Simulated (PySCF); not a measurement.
Compound: i-Pe2O, C₁₀H₂₂O.
SMILES with atom numbers: `[CH3:1][CH:2]([CH3:3])[CH2:4][CH2:5][O:6][CH2:7][CH2:8][CH:9]([CH3:10])[CH3:11]` (hydrogens: H12, H13, H14 on C1; H15 on C2; H16, H17, H18 on C3; H19, H20 on C4; H21, H22 on C5; H23, H24 on C7; H25, H26 on C8; H27 on C9; H28, H29, H30 on C10; H31, H32, H33 on C11)

The closed-shell ground state was solved at several levels (PySCF, density fitting, gas phase, non-relativistic). One conformer (not necessarily the lowest) at the PBE0-D3(BJ)/def2-SVP geometry, without solvent, vibrations or thermal averaging.

```tsv
level	basis functions	total energy (Eh)	HOMO (eV)	LUMO (eV)	gap (eV)	dipole (D)
B3LYP/pcJ-1	517	-469.5770	-6.95	1.14	8.09	1.12
PBE0/pcSseg-1	297	-468.9093	-7.19	1.41	8.60	1.15
CAM-B3LYP/def2-SVPD	399	-468.9573	-8.67	1.32	9.99	1.17
```

**Question.** Estimate the row for wB97X-D/pcSseg-1, a basis of 297 functions; the other rows only guide the guess.

**Answer.** Total energy -469.3287 Eh, HOMO -9.10 eV, LUMO 3.21 eV, gap 12.31 eV, dipole 1.18 D.

**Question.** Over all these levels, which gives the widest orbital gap and which the narrowest?

**Answer.** wB97X-D/pcSseg-1 (range-separated hybrid) has the widest, 12.31 eV, and B3LYP/pcJ-1 (global hybrid, 20 % exact exchange) the narrowest, 8.09 eV. Functional and basis both differ between the two, so the spread mixes both effects.

**Question.** How far do the dipole and the HOMO energy spread over the levels?

**Answer.** The dipole runs from 1.12 to 1.18 D (mean 1.16 D) and the HOMO from -9.10 to -6.95 eV.

Note: wB97X-D ran without an empirical dispersion term, which enters the total energy and its gradient alone.
